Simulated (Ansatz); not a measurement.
Total energies of Hg2O (the lowest singlet isomer of a short search) from Ansatz at PBE0-D4/def2-TZVP, gas phase (1 Eh = 27.2114 eV = 2625.5 kJ/mol). The reference geometry is relaxed at PBE-D4/def2-TZVP.

Cartesian coordinates in Å:
```
Hg -1.5334 0.9625 -0.9619
Hg 1.5343 -0.9618 0.9612
O -0.0009 -0.0008 0.0007
```

```tsv
state	geometry	energy (Eh)
charge 0 singlet	reference	-382.07856
charge 1 doublet	reference	-381.76417
charge 0 triplet	relaxed at PBE-D4/def2-TZVP	-382.07810
charge 0 quintet	relaxed at PBE-D4/def2-TZVP	-381.92269
free Hg atom (singlet)	–	-153.51485
free O atom (triplet)	–	-75.01860
```

In the def2 sets Hg takes a core potential; there is no spin–orbit coupling.

(1) Work out the vertical ionisation energy to the doublet.

(2) Which of the charge 0 states is lowest, and how far above it are the others?

(3) What is the binding energy per atom against free atoms?

(1) E(charge 1 doublet) − E(charge 0 singlet) = -381.76417 − (-382.07856) = 0.31439 Eh = 8.55 eV. For comparison, −ε of the highest occupied level is 6.76 eV at this level, 1.79 eV less.

(2) The singlet, but by less than the method's error, so the order isn't settled. triplet: -382.07810 − (-382.07856) = 0.00046 Eh = 1.2 kJ/mol; quintet: -381.92269 − (-382.07856) = 0.15587 Eh = 409.2 kJ/mol.

(3) Atoms: 2 × (-153.51485) + 1 × (-75.01860) = -382.04830 Eh. Binding: -382.04830 − (-382.07856) = 0.03026 Eh = 0.82 eV, or 0.27 eV for each of 3 atoms (no zero-point energy, no counterpoise term).

The structure comes from a short search, and lower isomers may exist.
